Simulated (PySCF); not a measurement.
A calculated (PBE0, PySCF 2.14, x2c-TZVPPall, scalar relativity by spin-free X2C-1e) atom or ion has these occupied shells.

| shell | electrons | orbital energy (eV) | rms radius, mean of both spins (bohr) |
| --- | --- | --- | --- |
| 1s α | 1 | -27824.0 | 0.0340 |
| 1s β | 1 | -27824.0 | 0.0340 |
| 2s α | 1 | -4211.8 | 0.139 |
| 2s β | 1 | -4211.5 | 0.139 |
| 2p α | 3 | -3783.5 | 0.124 |
| 2p β | 3 | -3783.3 | 0.124 |
| 3s α | 1 | -829.90 | 0.372 |
| 3s β | 1 | -829.75 | 0.372 |
| 3p α | 3 | -688.51 | 0.373 |
| 3p β | 3 | -688.33 | 0.373 |
| 3d α | 5 | -468.11 | 0.353 |
| 3d β | 5 | -467.80 | 0.353 |
| 4s α | 1 | -150.85 | 0.899 |
| 4s β | 1 | -149.58 | 0.899 |
| 4p α | 3 | -107.79 | 0.978 |
| 4p β | 3 | -106.38 | 0.978 |
| 4d α | 5 | -44.604 | 1.23 |
| 4d β | 4 | -43.615 | 1.23 |
| 5s α | 1 | -26.560 | 2.44 |
| 5s β | 1 | -26.287 | 2.44 |

(1) Name the element and its charge.

Results:

(1) In(2+) (indium, charge +2), in [Kr] 4d9 5s2, 2D determinant (an excited configuration).
